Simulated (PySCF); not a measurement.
Ligand exchange on a metal centre used in film growth or etching (W Cl-OH). Gas-phase values, no solvent. One relaxed conformer stands for each flexible species; it need not be the lowest.

Method: PySCF with TPSSh-D3(BJ)/def2-TZVP // BP86-D3(BJ)/def2-SVP. All candidates: neutral, multiplicity 1. 

The HOMO–LUMO gap is 3.23 eV and the HOMO is -7.50 eV. The LUMO comes out as -4.26 eV.

Problem. Say which member has these values.
A. [W(Cl)5(OH)]
B. [W(Cl)2(OH)4]
C. [W(Cl)3(OH)3]
D. [W(OH)6]

Solution. B, [W(Cl)2(OH)4]. The others give [W(Cl)3(OH)3]: 3.10 eV, -7.94 eV, -4.84 eV; [W(OH)6]: 4.70 eV, -7.89 eV, -3.18 eV; [W(Cl)5(OH)]: 2.78 eV, -8.15 eV, -5.37 eV
